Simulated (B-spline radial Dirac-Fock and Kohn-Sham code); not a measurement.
Ta²⁺ 3p3/2: cross section and angular parameters

System: Ta²⁺, configuration [Xe] 4f14 5d3; threshold 2200.3 eV (orbital energy of the model). Model: Dirac-Hartree-Slater photoionisation with a Latter tail; cross sections with all multipoles, angular parameters from the dipole term and its interference with E2. Program: a radial atomic solver.

The run's input, task.json:

```json
{"items": [{
  "Z": 73,
  "q": 2,
  "cfg": [[1, 0, 2], [2, 0, 2], [2, 1, 6], [3, 0, 2], [3, 1, 6], [3, 2, 10], [4, 0, 2], [4, 1, 6], [4, 2, 10], [4, 3, 14], [5, 0, 2], [5, 1, 6], [5, 2, 3]],
  "A": 181,
  "rrms": 5.3507,
  "do": "xps",
  "hv": [58.8, 60, 117.0, 121.0, 177.0, 200, 221.0, 237.0, 293.0, 400, 572.0, 651.0, 665.0, 712.0, 800, 1253.6, 1410.0, 1970.0, 2000, 2640.0, 2680.0, 2870.0, 2960.0, 2984.4, 3060.0, 3240.0, 3810.0, 9190.0, 9251.7, 13700.0]
}]}
```

Launch: `python xray2_run.py task.json out`

| hν (eV) | σ (kb) | β | γ | δ |
| --- | --- | --- | --- | --- |
| 2640 | 106 | 1.146 | 0.362 | 0.077 |
| 2680 | 104 | 1.180 | 0.351 | 0.069 |
| 2870 | 92.8 | 1.303 | 0.275 | 0.043 |
| 2960 | 88.1 | 1.347 | 0.236 | 0.035 |
| 2984.4 | 86.9 | 1.357 | 0.226 | 0.033 |
| 3060 | 83.3 | 1.387 | 0.194 | 0.028 |
| 3240 | 75.6 | 1.446 | 0.127 | 0.020 |
| 3810 | 56.4 | 1.559 | -0.010 | 0.011 |
| 9190 | ? | ? | ? | ? |
| 9251.7 | 8.35 | 1.673 | 0.572 | 0.027 |
| 13700 | 3.12 | 1.609 | 1.213 | 0.044 |

Problem. Give the values at 9190 eV.

Solution. σ = 8.48 kb, β = 1.674, γ = 0.562, δ = 0.027.

Values without a named source are computed, but for edge energies of neutral atoms, which are taken from tables.
